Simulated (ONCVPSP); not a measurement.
# What one change does to a pseudopotential (B, ONCV)

- Element: B (Z = 5)
- Generator: ONCVPSP 4.0.1
- Type: optimised norm-conserving Vanderbilt (ONCV)
- Functional: LDA (Perdew-Wang 92)
- Relativity: scalar-relativistic
- Frozen core: [He]
- Valence charge: 3
- Reference configuration: 2s1.5 (charge +1.5)
- Partial waves: 2s: rc 1.25 bohr, ncon 4, nbas 8, qcut 6 1/bohr, 2 projectors, debl 2.6 Ha; p scattering state at 0.35 Ha: rc 1.05 bohr, ncon 4, nbas 8, qcut 9.4 1/bohr, 1 projector
- Local potential: polynomial inside 0.70 bohr (lpopt 5, dvloc0 3 Ha)
- Core correction: polynomial model core, fcfact 0.6

In the p channel the program set the typed energies aside and used 0.050 Ha.

All-electron outer shells of the reference configuration (LDA (PZ), scalar-relativistic, ld1.x):

```json
{"shell": "1s", "level (eV)": "-200.05", "outermost node (bohr)": "–", "outermost maximum (bohr)": "0.21"}
{"shell": "2s", "level (eV)": "-25.27", "outermost node (bohr)": "0.46", "outermost maximum (bohr)": "1.41"}
```

Change: s: rc 1.68.

Cutoffs: the cutoffs (Ha) at which the residual kinetic energy of the hardest occupied pseudo-wave falls to 1 and 0.1 mHa per electron; they do not see the model core or the augmentation charge, which bear on the density cutoff. Errors are all-electron minus pseudo energies relative to the spin-unpolarised reference configuration.

Question: Predict the effect on cutoff, ghosts and configuration errors.

Answer: The potential gets softer (13 Ha and 18 Ha → 12 Ha and 15 Ha); of the 4 tests that both files solve, the error grows in 0 and shrinks in 4 by more than 15 % and 0.3 meV (median size 5.1 → 3.5 meV); neither file shows a bound ghost. A larger radius leaves more room for a smooth pseudo-wave, so fewer plane waves are needed. That the errors move this way runs against the usual rule that smaller radii transfer better.

| quantity | base | changed |
| --- | --- | --- |
| cutoff, loose | 13 Ha | 12 Ha |
| cutoff, tight | 18 Ha | 15 Ha |
| bound ghosts | none | none |
| GHOST(+) flags under 300 eV | none | none |
| error for 2s2 2p1, meV [ΔE -19.48 eV] | -1.9 | -0.8 |
| error for 2s2, meV [ΔE -11.16 eV] | +4.2 | +3.0 |
| error for 2s1, meV [ΔE 14.14 eV] | +6.1 | +4.0 |
| error for 2s1 2p2, meV [ΔE -13.79 eV] | -21 | -13 |
| p: phases at 1.06 bohr within 0.05 rad from the reference energy up to (Ha; the scan ends near 5) | to the end of the scan | to the end of the scan |
| rms error of d²Exc/dni dnj with the model core, mHa | 0.77 | 0.32 |
